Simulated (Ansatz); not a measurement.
Geometry optimisation, RKS r2SCAN-D4/def2-SVP in Ansatz 0.2.0.

input.yaml

```yaml
crystal:
  periodic: [false, false, false]
  atoms:
    - { symbol: "N", position_ang: [0.8517, -2.484, 1.0304] }
    - { symbol: Si, position_ang: [1.4581, -0.7976, 1.2723] }
    - { symbol: B, position_ang: [0.7636, 0.4017, -0.119] }
    - { symbol: C, position_ang: [-0.6686, 0.6437, -0.2698] }
    - { symbol: C, position_ang: [-1.2253, 1.4345, -1.2222] }
    - { symbol: O, position_ang: [-2.6007, 1.6409, -1.3207] }
    - { symbol: H, position_ang: [1.0941, -2.723, 0.0533] }
    - { symbol: H, position_ang: [-0.1992, -2.3386, 1.03] }
    - { symbol: H, position_ang: [1.0452, -0.2811, 2.6337] }
    - { symbol: H, position_ang: [2.9323, -0.839, 1.2349] }
    - { symbol: H, position_ang: [1.5543, 0.9434, -0.7998] }
    - { symbol: H, position_ang: [-1.4019, 0.1286, 0.4213] }
    - { symbol: H, position_ang: [-0.6137, 1.9905, -1.9018] }
    - { symbol: H, position_ang: [-3.0028, 2.2507, -2.0136] }
basis:
  gaussian: { orbitals: def2-SVP }
hamiltonian:
  xc: r2scan
  dispersion: d4
relax:
  f_tol: 0.015
  max_steps: 40
```

Launched with:

```bash
$ ansatz run input.yaml --threads 2 --pin off --max-ram 3072MiB --backend cpu --events-out ev --progress --plain --runs-dir out
```

Question: Where does it end, and by what steps?

Answer: The forces met the threshold. The force dipped under the threshold on the way, but the program's further checks kept it going. After 30 steps the energy has fallen by 0.625 eV; H11 moved furthest, 1.10 Å.

```
step  energy less start (eV)  largest force component (eV/Å)  accepted
   0                  0.0000                           2.952       yes
   2                 -0.5004                           0.751       yes
   4                 -0.5595                           0.137       yes
   6                 -0.5626                           0.119       yes
   8                 -0.5644                           0.034       yes
  10                 -0.5651                           0.032       yes
  12                 -0.5660                           0.031       yes
  14                 -0.5672                           0.164        no
  16                 -0.5729                           0.107       yes
  18                 -0.5799                           0.240       yes
  20                 -0.5997                           0.102       yes
  22                 -0.6081                           0.337       yes
  24                 -0.6221                           0.038       yes
  26                 -0.6236                           0.059       yes
  28                 -0.6243                           0.079       yes
  30                 -0.6246                           0.003       yes
```

```xyz
14
Properties=species:S:1:pos:R:3
N 0.716 -2.355 1.275
Si 1.577 -0.833 1.106
B 0.662 0.636 0.068
C -0.723 0.460 -0.534
C -1.300 1.484 -1.219
O -2.516 1.401 -1.770
H 0.561 -2.891 0.424
H -0.151 -2.336 1.808
H 1.871 -0.353 2.500
H 2.896 -1.162 0.467
H 1.216 1.709 -0.094
H -1.310 -0.465 -0.449
H -0.773 2.441 -1.345
H -2.739 2.234 -2.208
```

Whether the end is a true minimum wasn't checked by a vibrational analysis.

The run took 2.8 min on 2 threads of Arm Neoverse V1, with other jobs on the host, peak memory 0.21 GiB.
